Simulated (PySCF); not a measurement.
# From computed data to an observable: chemical shift, span and skew from a shielding tensor

Al(OH)(SiH3)2 (AlH7OSi2), SMILES [OH][Al]([SiH3])[SiH3]. Atoms are numbered in the order given.

```xyz
11

Al    -0.3125    -0.2870     0.0001
O     -1.5470    -1.4193     0.0017
H     -2.2473    -2.0621     0.0034
Si    -0.6996     1.8002    -1.2416
H      0.4952     2.7051    -1.2264
H     -1.8491     2.5722    -0.6630
H     -1.0389     1.5310    -2.6782
Si     1.7351    -0.8501     1.2405
H      2.7491     0.2530     1.2020
H      2.3916    -2.0778     0.6802
H      1.4414    -1.1372     2.6837
```
Charge 0, spin multiplicity 1.

Coordinates come from a r2SCAN-D4/def2-SVP optimisation. The geometry has at least one imaginary mode, so it is a saddle point at that level. The structure was generated by enumeration; whether it is a known compound was not checked. One conformer was computed; it need not be the lowest.

GIAO shieldings from PBE/pcSseg-1 run with PySCF, non-relativistic, no solvent. The symmetric part of the tensor of Si4 has the principal values 460.4, 469.0, 485.9 ppm. The same nucleus in TMS has σ = 335.4 ppm at this level (PySCF, at its B3LYP-D3(BJ)/def2-TZVP geometry).

Work out the isotropic shielding, the ²⁹Si shift against TMS, the span and the skew.


σ(iso) = (σ11 + σ22 + σ33)/3 = 471.8 ppm. δ = σ(ref) − σ(iso) = 335.4 − (471.8) = -136.4 ppm.
Span Ω = σ33 − σ11 = 25.5 ppm. Skew κ = 3(σ(iso) − σ22)/Ω = 0.33. Tumbling in solution averages the tensor to δ; in a static solid the shielding alone would spread this spin-1/2 line over Ω.
